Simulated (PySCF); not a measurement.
Level of theory: PBE-D3(BJ)/def2-TZVP // r2SCAN-D4/def2-TZVP run with PySCF. All species are isolated molecules in the gas phase. One relaxed conformer stands for a flexible species; it need not be the lowest. Excitations are Tamm–Dancoff values on a coarser integration grid. The basis has no diffuse functions, so Rydberg states are missing or too high.

Reference species (SMILES): `[NH2][Ga]([NH2])[NH2]` (neutral, multiplicity 1).

- S1 oscillator strength = 0.007
- S1–T1 gap (TDA) = 0.32 eV
- HOMO–LUMO gap = 4.66 eV
- S1 excitation (TDA) = 4.81 eV

After one change: the S1 oscillator strength hardly moves; the S1–T1 gap (TDA) rises by 0.19 eV; the HOMO–LUMO gap falls by 1.73 eV; the S1 excitation (TDA) decreases by 1.66 eV.

### Question
Which change was made? The new species is one of these.
A) `[NH2][Ga]([NH2])[SiH3]`
B) `[NH2][Ga]([SiH3])[SiH3]`
C) `[SiH3][Ga]([SiH3])[SiH3]`

### Answer
C, `[SiH3][Ga]([SiH3])[SiH3]`
